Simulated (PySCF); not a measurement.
How methods differ on the ionisation energy of Sn³⁶⁺

Sn³⁶⁺ [Ne] 3s2 3p2 (3P) → Sn³⁷⁺ [Ne] 3s2 3p1 (2P), as a difference of total energies. Computed with PySCF 2.14 in an even-tempered Gaussian basis (16 s from 5.9 bohr⁻², ratio 2.5; 10 p from 7.7 bohr⁻², ratio 2.5; 4 d from 32 bohr⁻², ratio 2.7; 4 f from 48 bohr⁻², ratio 2.7), with no relativity, point nucleus. Correlated levels: outer shells: 1s2 frozen; virtual orbitals above 40 to 60 times the deepest correlated orbital energy dropped. The calculations carry no spin-orbit coupling.

| method | ionisation energy (eV) |
| --- | --- |
| UHF | 2375.4 |
| MP2 (outer shells) | 2375.7 |
| SCS-MP2 (outer shells) | 2375.4 |
| CCSD (outer shells) | 2375.4 |
| CCSD(T) (outer shells) | 2375.3 |

Spin-orbit coupling is strong in these open shells (close to jj coupling). The scalar numbers leave it out and a first-order estimate fails, so it can dominate the gap to the real levels.

The gap to the reference is mostly relativistic.

For comparison: 2443 ± 5 eV (semi-empirical (NIST evaluation); NIST Atomic Spectra Database, ionization energies).
